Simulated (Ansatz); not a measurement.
A nudged elastic band was laid between two geometries of CH4BClO + H2 (10 atoms, charge 0, multiplicity 1).

Computed with RKS PBE0-D4/6-31G* in Ansatz.

```json
{"movable images": "5", "climbing image": "yes", "spring": "5.0 eV/Å²", "optimiser": "quadratic models (default)", "start path": "through a guess of the saddle point", "force threshold": "0.05 eV/Å", "iteration limit": "60", "end points": "relaxed"}
```

First end point:

```xyz
10
Properties=species:S:1:pos:R:3
B 0.008 -0.551 -0.121
O -0.206 0.096 1.045
H -1.076 -0.091 1.423
C 1.346 -0.387 -0.908
H 1.834 -1.360 -1.048
H 1.155 0.007 -1.914
H 2.039 0.284 -0.393
Cl -1.288 -1.614 -0.755
H 0.142 3.307 1.916
H 0.151 2.590 1.714
```

Last end point:

```xyz
10
Properties=species:S:1:pos:R:3
B 0.057 0.682 -0.127
O 0.119 0.456 1.539
H 0.047 -0.504 1.687
C 1.305 -0.106 -0.697
H 1.279 -1.184 -0.480
H 1.324 -0.012 -1.789
H 2.252 0.299 -0.321
Cl -1.597 -0.068 -0.546
H 0.025 1.881 -0.201
H -0.704 0.837 1.894
```

(1) Which bonds break or form, and what moves?

(2) What energy profile does the band end with?

(3) What is the geometry of the highest image?

Answers

(1) Bonds broken: H9–H10. Bonds formed: B1–H9, O2–H10. CH4BClO + H2 becomes CH6BClO.

(2) It converged. The highest image is number 4 of 0 to 6, 1.98 eV above the first end and 1.14 eV above the last; the last end lies 0.84 eV above the first. Neighbouring images differ by up to 1.8 eV, so the band resolves the path poorly. A vibrational analysis at the climbing image gives one clearly imaginary mode, 1415i cm⁻¹: a first-order saddle point. The orbitals stay closed-shell, which can raise the energy where a bond breaks towards radicals; this wasn't checked here.

```csv
image,path coordinate (Å),energy (eV),H9–H10 (Å),B1–H9 (Å),O2–H10 (Å)
0,0.00,0.00,0.74,4.36,2.61
1,1.16,0.00,0.74,3.96,2.66
2,2.33,0.01,0.74,3.38,2.78
3,3.49,0.17,0.74,2.44,2.27
4,4.65,1.98,1.03,1.36,1.27
5,5.67,0.89,2.15,1.21,0.97
6,6.69,0.84,2.45,1.20,0.97
```

(3) 
```xyz
10
Properties=species:S:1:pos:R:3
B 0.026 0.291 0.062
O 0.123 0.140 1.614
H -0.740 -0.153 1.948
C 1.361 -0.061 -0.684
H 1.521 -1.145 -0.647
H 1.331 0.235 -1.738
H 2.228 0.419 -0.217
Cl -1.551 -0.357 -0.565
H -0.126 1.637 0.114
H -0.067 1.274 1.074
```

Time of the run: 3.6 min on 1 thread of Intel(R) Xeon(R) 6975P-C (Granite Rapids), on a shared host, peak memory 0.17 GiB.
